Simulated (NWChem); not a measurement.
# BHOClF; SMILES OB(F)Cl

```xyz
5

B      0.0108    -0.4268     0.0000
F     -1.1389    -1.0889     0.0000
Cl    -0.0221     1.3255     0.0000
O      1.1859    -1.0711     0.0000
H      1.0845    -2.0302     0.0000
```
Atoms are numbered in this order, from 1.

Results from NWChem. Pople sets run with spherical d functions. The geometry was optimised at PBE0/def2-SVP.

### Question
Predict the results for PBE/6-31G*. Quantities: highest occupied level (eV); orbital gap (eV); dipole (D).

### Answer
```json
{
  "highest occupied level (eV)": "-7.66",
  "orbital gap (eV)": "7.52",
  "dipole (D)": "2.37"
}
```
